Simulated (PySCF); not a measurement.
IK, triplet, at the geometry of the source list (a higher spin typed on purpose: for a closed-shell molecule this is an excited state) (core potentials on I); PBE/def2-SVPD (PySCF).

Here is a job for PySCF.
```python
from pyscf import gto, scf, dft

mol = gto.M(
    atom='''
K    -1.05890000   -0.75220000   -0.90220000
I     1.05890000    0.75220000    0.90220000
''',
    basis='def2-svpd',
    ecp={'I': 'def2-svpd'},
    spin=2,
    verbose=4,
)

mf = dft.UKS(mol)
mf.xc = 'pbe'
mf.kernel()
```

Output, abridged:

```
PySCF version 2.14.0

[INPUT] verbose = 4
[INPUT] num. atoms = 2
[INPUT] num. electrons = 44
[INPUT] charge = 0
[INPUT] spin (= nelec alpha-beta = 2S) = 2
[INPUT] symmetry False subgroup None
[INPUT] Mole.unit = angstrom
[INPUT] Symbol           X                Y                Z      unit          X                Y                Z       unit  Magmom
[INPUT]  1 K     -1.058900000000  -0.752200000000  -0.902200000000 AA   -2.001030993302  -1.421451990898  -1.704910909583 Bohr   0.0
[INPUT]  2 I      1.058900000000   0.752200000000   0.902200000000 AA    2.001030993302   1.421451990898   1.704910909583 Bohr   0.0

nuclear repulsion = 79.4702399847727
number of shells = 24
number of NR pGTOs = 124
number of NR cGTOs = 62
basis = def2-svpd
ecp = {'I': 'def2-svpd'}

******** <class 'pyscf.dft.uks.UKS'> ********
method = UKS
initial guess = minao
damping factor = 0
level_shift factor = 0
DIIS = <class 'pyscf.scf.diis.CDIIS'>
diis_start_cycle = 1
diis_space = 8
diis_damp = 0
SCF conv_tol = 1e-09
SCF conv_tol_grad = None
SCF max_cycles = 50
direct_scf = True
direct_scf_tol = 1e-13
number electrons alpha = 23  beta = 21
XC library pyscf.dft.libxc version 7.1.2
    S. Lehtola, C. Steigemann, M. J. T. Oliveira, and M. A. L. Marques,  SoftwareX 7, 1–5 (2018)
XC functionals = pbe
    J. P. Perdew, K. Burke, and M. Ernzerhof,  Phys. Rev. Lett. 77, 3865 (1996)
    J. P. Perdew, K. Burke, and M. Ernzerhof,  Phys. Rev. Lett. 78, 1396 (1997)
    J. P. Perdew, K. Burke, and M. Ernzerhof,  Phys. Rev. Lett. 77, 3865 (1996)
    J. P. Perdew, K. Burke, and M. Ernzerhof,  Phys. Rev. Lett. 78, 1396 (1997)
radial grids:
    Treutler-Ahlrichs [JCP 102, 346 (1995); DOI:10.1063/1.469408] (M4) radial grids

becke partition: Becke, JCP 88, 2547 (1988); DOI:10.1063/1.454033
pruning grids: <function nwchem_prune>
grids dens level: 3
symmetrized grids: False
atomic radii adjust function: <function treutler_atomic_radii_adjust>
small_rho_cutoff = 0
Set gradient conv threshold to 3.16228e-05
tot grids = 42000
init E= -866.223582886844

cycle= 1 E= -894.026046877056  delta_E= -27.8  |g|=  2.4  |ddm|= 6.86
cycle= 2 E= -884.543551838882  delta_E= 9.48  |g|= 2.66  |ddm|= 7.82

cycle= 3 E= -895.647471976047  delta_E= -11.1  |g|= 0.94  |ddm|= 6.67

cycle= 4 E= -897.11791260399  delta_E= -1.47  |g|= 0.362  |ddm|= 4.37

cycle= 5 E= -897.240075583079  delta_E= -0.122  |g|= 0.166  |ddm|= 1.92

cycle= 6 E= -897.259272568349  delta_E= -0.0192  |g|= 0.0519  |ddm|= 1.13

cycle= 7 E= -897.259240153009  delta_E= 3.24e-05  |g|= 0.0537  |ddm|= 1.11

cycle= 8 E= -897.261139648047  delta_E= -0.0019  |g|= 0.0295  |ddm|=  1.1

cycle= 9 E= -897.260401357491  delta_E= 0.000738  |g|= 0.0405  |ddm|= 1.07

cycle= 10 E= -897.260428739348  delta_E= -2.74e-05  |g|= 0.0402  |ddm|= 0.447

cycle= 11 E= -897.260730859332  delta_E= -0.000302  |g|= 0.036  |ddm|= 0.21

cycle= 12 E= -897.260987781921  delta_E= -0.000257  |g|= 0.032  |ddm|= 0.096

cycle= 13 E= -897.259647349665  delta_E= 0.00134  |g|= 0.0493  |ddm|= 1.09

cycle= 14 E= -897.259372597075  delta_E= 0.000275  |g|= 0.0521  |ddm|= 0.00636

cycle= 15 E= -897.259030583364  delta_E= 0.000342  |g|= 0.0554  |ddm|= 0.00709

cycle= 16 E= -897.260725943679  delta_E= -0.0017  |g|= 0.0361  |ddm|= 0.0461

cycle= 17 E= -897.260971712298  delta_E= -0.000246  |g|= 0.0323  |ddm|= 1.08

cycle= 18 E= -897.260429450599  delta_E= 0.000542  |g|= 0.0402  |ddm|= 0.149

cycle= 19 E= -897.260732978967  delta_E= -0.000304  |g|= 0.036  |ddm|= 0.073

cycle= 20 E= -897.260905128077  delta_E= -0.000172  |g|= 0.0334  |ddm|= 1.02

cycle= 21 E= -897.259381694198  delta_E= 0.00152  |g|= 0.052  |ddm|= 1.05

cycle= 22 E= -897.25799648188  delta_E= 0.00139  |g|= 0.0644  |ddm|= 0.0265

cycle= 23 E= -897.26086016611  delta_E= -0.00286  |g|= 0.0341  |ddm|= 0.0687

cycle= 24 E= -897.259098114791  delta_E= 0.00176  |g|= 0.0548  |ddm|=  1.1

cycle= 25 E= -897.258434037775  delta_E= 0.000664  |g|= 0.0608  |ddm|= 0.0133

cycle= 26 E= -897.254084788152  delta_E= 0.00435  |g|= 0.0906  |ddm|= 0.0664

cycle= 27 E= -897.257710398184  delta_E= -0.00363  |g|= 0.0667  |ddm|= 0.0539

cycle= 28 E= -897.258009347314  delta_E= -0.000299  |g|= 0.0643  |ddm|= 0.00552

cycle= 29 E= -897.260828878403  delta_E= -0.00282  |g|= 0.0345  |ddm|= 0.297

cycle= 30 E= -897.258612527575  delta_E= 0.00222  |g|= 0.0592  |ddm|= 0.307

cycle= 31 E= -897.259637336538  delta_E= -0.00102  |g|= 0.0494  |ddm|=  1.1

cycle= 32 E= -897.259262352476  delta_E= 0.000375  |g|= 0.0532  |ddm|= 0.00913

cycle= 33 E= -897.260779632893  delta_E= -0.00152  |g|= 0.0353  |ddm|= 0.283

cycle= 34 E= -897.260599640607  delta_E= 0.00018  |g|= 0.0379  |ddm|= 0.859

cycle= 35 E= -897.259784330731  delta_E= 0.000815  |g|= 0.0478  |ddm|= 1.01

cycle= 36 E= -897.260370764279  delta_E= -0.000586  |g|= 0.0409  |ddm|= 0.0147

cycle= 37 E= -897.260820307681  delta_E= -0.00045  |g|= 0.0347  |ddm|=  1.1

cycle= 38 E= -897.260897501558  delta_E= -7.72e-05  |g|= 0.0335  |ddm|= 0.979

cycle= 39 E= -897.25934705546  delta_E= 0.00155  |g|= 0.0524  |ddm|= 0.967

cycle= 40 E= -897.259529648925  delta_E= -0.000183  |g|= 0.0505  |ddm|=  1.1

cycle= 41 E= -897.257041238253  delta_E= 0.00249  |g|= 0.0718  |ddm|= 0.0465

cycle= 42 E= -897.252041205867  delta_E= 0.005  |g|= 0.102  |ddm|= 0.0655

cycle= 43 E= -897.255715502256  delta_E= -0.00367  |g|= 0.0808  |ddm|= 0.0468

cycle= 44 E= -897.250964179383  delta_E= 0.00475  |g|= 0.107  |ddm|= 0.0585

cycle= 45 E= -897.257622063275  delta_E= -0.00666  |g|= 0.0674  |ddm|= 0.0872

cycle= 46 E= -897.259440825966  delta_E= -0.00182  |g|= 0.0514  |ddm|=  1.1

cycle= 47 E= -897.259457308837  delta_E= -1.65e-05  |g|= 0.0513  |ddm|= 0.101

cycle= 48 E= -897.259461153243  delta_E= -3.84e-06  |g|= 0.0512  |ddm|= 0.0219

cycle= 49 E= -897.259735659302  delta_E= -0.000275  |g|= 0.0483  |ddm|= 0.0354

cycle= 50 E= -897.260714558863  delta_E= -0.000979  |g|= 0.0362  |ddm|= 0.207
SCF not converged.
SCF energy = -897.260714558863 after 50 cycles  <S^2> = 2.0007384  2S+1 = 3.0004923
```

The run did not converge; its last values are not results.
